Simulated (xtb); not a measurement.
C₄H₁₀Ga (SMILES C[CH2][Ga+][CH2]C), charge +1, singlet, geometry from GFN2-xTB (such geometries of metal compounds can be far from the true shape).

xtb was given this input:
```
$ xtb mol.xyz --gfn 0 --chrg 1 --uhf 0 --json

# file mol.xyz
15

Ga    -0.06165786     0.01176005     0.13691187
C      1.66909608    -0.90750982     0.97669008
C      1.78074598    -2.36640149     0.56561244
H      1.56043898    -0.79232305     2.06129048
H      2.51939496    -0.31357011     0.62240419
H      1.87194044    -2.47910199    -0.51618546
H      0.92989129    -2.95379643     0.91461952
H      2.67964241    -2.78814035     1.01681932
C     -1.79398570     0.94519176    -0.68341230
C     -1.45537834     2.29066249    -1.30409025
H     -2.49524523     1.04233967     0.15336149
H     -2.19064808     0.23896438    -1.42173093
H     -0.74454729     2.19248551    -2.12653161
H     -1.05381448     2.98882992    -0.56776613
H     -2.36852758     2.72809334    -1.70934893
```

Q: What does this run give for the total energy, HOMO-LUMO gap, partial charges in atom order?

A: 
```yaml
total_energy: -13.523826 Ha
HOMO-LUMO gap: 2.16 eV
partial_charges_in_atom_order: Ga1 0.59, C2 -0.29, C3 -0.36, H4 0.15, H5 0.15, H6 0.17, H7 0.17, H8 0.20, C9 -0.29, C10 -0.36, H11 0.15, H12 0.15, H13 0.17, H14 0.17, H15 0.20
```
